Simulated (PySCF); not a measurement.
Polarisability and C₆ of S (sulfur, neutral)

[Ne] 3s2 3p3 4s1, high-spin 5S determinant (an excited configuration). All numbers are calculated (PySCF 2.14, no relativity, point nucleus, in dyall-acv3z (19s12p6d4f, 113 functions)). Coupled (time-dependent) response in atomic units; α is the mean over directions.

| method | mean α (bohr³) | C₆ (like pair) | S(−4) |
| --- | --- | --- | --- |
| UHF | 458.4 | 6260 | 312400 |
| PBE | 360.5 | 4640 | 174400 |
| PBE0 | 398.2 | 5339 | 214700 |
| r2SCANh | 361.1 | 4885 | 158200 |
| PBEsol | 339.9 | 4334 | 149700 |

S(−4) is the Cauchy moment in α(ω) = α(0) + S(−4) ω² + …

α(iu) at r2SCANh:

```tsv
u (hartree)	α(iu) (bohr³)
0	361.1
0.0500	175.3
0.100	74.17
0.200	28.26
0.300	17.20
0.500	9.621
0.750	5.814
1.00	3.881
1.50	2.066
2.00	1.284
3.00	0.6494
5.00	0.2802
```

A single London oscillator, α(iu) = α/(1 + u²/ω²), gives C₆ = (3/4) ω α². Matching the computed C₆ needs ω = 4 × 4885 / (3 × 361.1²) = 0.0500 hartree.

The outer electron is Rydberg-like, and this basis confines it to a smaller radius and binds it less than a complete one would.
